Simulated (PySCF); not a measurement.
How methods differ on the excitation energy of Pd

Pd [Kr] 4d10 (1S) → Pd [Kr] 4d9 5s1 (3D), as a difference of total energies. Computed with PySCF 2.14 in ANO-RCC-VTZP, with scalar relativity by spin-free X2C-1e. Correlated levels: valence and next inner shell: [Ar] 3d10 frozen. The calculations carry no spin-orbit coupling.

```json
{"method": "UHF", "excitation energy (eV)": "-0.057"}
{"method": "MP2 (valence and next inner shell)", "excitation energy (eV)": "1.391"}
{"method": "SCS-MP2 (valence and next inner shell)", "excitation energy (eV)": "1.264"}
{"method": "CCSD (valence and next inner shell)", "excitation energy (eV)": "0.799"}
{"method": "CCSD(T) (valence and next inner shell)", "excitation energy (eV)": "0.898"}
```

How much does correlation contribute at CCSD(T) (valence and next inner shell)?

0.898 − (-0.057) = 0.955 eV, measured against UHF.

A first-order spin-orbit estimate (lowest level to lowest level, LS coupling) adds -0.183 eV.

The basis was made for the ground configuration and has no added diffuse functions, so the excitation energy can come out too high.
